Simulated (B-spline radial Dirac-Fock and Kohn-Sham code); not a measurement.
## Neutral carbon: differential elastic cross section for electrons at 637 eV

Calculated with a radial atomic solver, using relativistic (Dirac) partial waves in the static field of the Dirac-Fock atom with Furness-McCarthy exchange, without polarisation or absorption potentials.

| θ (°) | dσ/dΩ (a₀²/sr) |
| --- | --- |
| 0 | 18.7 |
| 10 | 7.19 |
| 20 | 1.41 |
| 30 | 0.398 |
| 40 | 0.163 |
| 50 | 0.0836 |
| 60 | 0.0491 |
| 70 | 0.0319 |
| 80 | 0.0224 |
| 90 | 0.0168 |
| 100 | 0.0132 |
| 110 | 0.0108 |
| 120 | 0.00923 |
| 130 | 0.00810 |
| 140 | 0.00731 |
| 150 | 0.00676 |
| 160 | 0.00641 |
| 170 | 0.00620 |
| 180 | 0.00614 |

The total elastic cross section is 2.83 a₀², the first transport cross section 0.296 a₀² and the second, weighted with (3/2) sin²θ, 0.583 a₀². The mean deflection is ⟨1 − cos θ⟩ = 0.105, and 2.2 % of the collisions scatter beyond 90°.
